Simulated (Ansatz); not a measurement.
System: C3H2F3 (charge 0, doublet). It need not be the lowest isomer of its formula. 
Structure (B3LYP-D3(BJ)/def2-TZVP (Ansatz, a program for electronic structure) minimum search):
```
C
C 1 1.3007
H 2 1.0768 1 138.84
H 1 1.0907 2 122.40 3 0.00
C 1 1.5021 4 113.72 2 180.00
F 5 1.3391 1 113.16 4 -180.00
F 5 1.3508 6 107.65 1 -122.66
F 5 1.3508 6 107.65 7 -114.68
```
Charge 0, spin multiplicity 2.

Atomisation energy built up term by term with Ansatz (kcal/mol; UHF references for open shells; valence terms freeze the core; atomic spin-orbit terms are left out). CBS marks a two-point X^-3 extrapolation of the correlation energy; Hartree-Fock from the larger set.

The UHF reference is spin-contaminated (<S^2> 0.19 over the pure value in the largest basis). 

```json
[
 {"term": "Hartree-Fock", "basis": "cc-pVQZ", "kcal/mol": "?"},
 {"term": "CCSD correlation", "basis": "CBS(cc-pVTZ,cc-pVQZ)", "kcal/mol": "?"},
 {"term": "(T)", "basis": "CBS(cc-pVTZ,cc-pVQZ)", "kcal/mol": "18.89"},
 {"term": "core correlation", "basis": "cc-pwCVTZ", "kcal/mol": "3.26"},
 {"term": "scalar relativity (X2C)", "basis": "cc-pVTZ-DK against cc-pVTZ", "kcal/mol": "-0.97"},
 {"term": "sum: De", "basis": "", "kcal/mol": "?"}
]
```

Q: What belongs in the gaps?

A: 
- Hartree-Fock, kcal/mol: 550.79
- CCSD correlation, kcal/mol: 211.99
- sum: De, kcal/mol: 784.0
